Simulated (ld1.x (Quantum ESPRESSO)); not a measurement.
# thallium (Tl): one change to a TM potential, before and after

ld1.x (Quantum ESPRESSO) 7.5 input, shortened:

```
&input
   title='Tl', zed=81., rel=1, dft='PZ', iswitch=3,
   config='[Xe] 4f14 5d10 6s2 6p0'
 /
 &inputp
   pseudotype=2, tm=.true., lloc=1,
   nlcc=.false.
 /
2
6S  1  0   2.00   0.00  1.55  1.55  0.0
6P  2  1   0.00   0.00  2.95  2.95  0.0
 &test
   configts(1)='6s2 6p0'
 /
```

All-electron outer shells of the reference configuration (LDA (PZ), scalar-relativistic, ld1.x):

```
shell  level (eV)  outermost node (bohr)  outermost maximum (bohr)
   5d      -22.98                   0.53                      1.11
   6s      -16.69                   1.04                      2.05
   6p       -8.45                   1.22                      2.70
```

Change: core correction a·sin(br)/r model core inside 1.14 bohr.

Cutoffs: the cutoffs (Ry, on a coarse ladder) from which the occupation-weighted sum of valence levels, in a spherical-Bessel basis at the reference potential, stays within 10 and 1 mRy of its value at 400 Ry; they do not see the model core or the augmentation charge, which bear on the density cutoff. Errors are all-electron minus pseudo energies relative to the spin-unpolarised reference configuration.

Problem. Predict the effect on cutoff, ghosts and configuration errors.

Solution. The potential gets neither clearly harder nor softer (35 Ry and 140 Ry → 35 Ry and 140 Ry); of the 9 tests that both files solve, the error grows in 2 and shrinks in 7 by more than 15 % and 0.3 meV (median size 70.2 → 29.6 meV); neither file shows a bound ghost. A model core, the more so a compact one, raises the density cutoff, which this test does not measure.

| quantity | base | changed |
| --- | --- | --- |
| cutoff, loose | 35 Ry | 35 Ry |
| cutoff, tight | 140 Ry | 140 Ry |
| bound ghosts | none | none |
| error for 6s2 6p1, meV [ΔE -5.41 eV] | +47 | -23 |
| error for 6s1 6p0, meV [ΔE 21.20 eV] | +95 | -221 |
| error for 6s2 6p0.5, meV [ΔE -3.44 eV] | +17 | -7.6 |
| error for 6s0 6p3, meV [ΔE 9.99 eV] | +292 | -145 |
| error for 6s1 6p2, meV [ΔE 2.07 eV] | +114 | -27 |
| error for 6s2 6p1.3, meV [ΔE -5.96 eV] | +65 | -30 |
| error for 6s1 6p1, meV [ΔE 8.38 eV] | +40 | -55 |
| error for 6s2 6p1 (spin-polarised), meV [ΔE -5.52 eV] | +70 | -24 |
| error for 6s1 6p0 (spin-polarised), meV [ΔE 21.01 eV] | +474 | -233 |
| s: phases at 3.20 bohr within 0.05 rad from the reference energy up to (Ry; the scan ends near 5) | 0.5 | 0.5 |
| p: phases at 3.20 bohr within 0.05 rad from the reference energy up to (Ry; the scan ends near 5) | 1.6 | 1.6 |
